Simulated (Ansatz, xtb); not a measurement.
BF2HSi: where a starting geometry ends

The starting geometry of this gas-phase singlet has its atoms placed at random.

```xyz
5

B    -0.4712   -0.8054    1.0428
F    -0.3452   -1.4686   -1.2516
F    -1.0054   -1.2031   -0.5642
Si   -0.2106    0.1381   -2.0255
H     0.1709   -1.5766    1.3291
```

Guess where an optimisation with r2SCAN-D4/def2-SVP ends from this start.

It ends as `FB[Si]F`. Distances that change by over a tenth: B1–H5 (1.04 → 1.22 Å). Contacts that open: F2–F3 (0.99 → 3.63 Å). Contacts that close: B1–F3 (1.74 → 1.33 Å), B1–Si4 (3.22 → 2.10 Å).

The energy falls by 25.82 eV over 22 steps:

```json
{"step": "1", "E − E(last) (eV)": "25.820"}
{"step": "3", "E − E(last) (eV)": "6.981"}
{"step": "6", "E − E(last) (eV)": "0.889"}
{"step": "8", "E − E(last) (eV)": "0.215"}
{"step": "10", "E − E(last) (eV)": "0.045"}
{"step": "13", "E − E(last) (eV)": "0.005"}
{"step": "15", "E − E(last) (eV)": "0.001"}
{"step": "17", "E − E(last) (eV)": "0.000"}
{"step": "20", "E − E(last) (eV)": "0.000"}
{"step": "22", "E − E(last) (eV)": "0.000"}
```

Final geometry (Å):

```yaml
atoms:
  - { symbol: B, position_ang: [-0.5918, -0.9498, 0.3397] }
  - { symbol: F, position_ang: [0.4092, -1.4684, -2.1707] }
  - { symbol: F, position_ang: [-1.8708, -1.1555, 0.6391] }
  - { symbol: Si, position_ang: [-0.0247, -0.0373, -1.4624] }
  - { symbol: H, position_ang: [0.2167, -1.3046, 1.1848] }
```

From the same start GFN2-xTB reaches the same bonding as this run.

From so rough a start the end depends on the optimiser's path, so another program may land elsewhere. The end wasn't checked by frequencies. Run with Ansatz 0.2.0, 24 s on 1 thread of Intel(R) Xeon(R) 6975P-C (Granite Rapids), on a shared host.
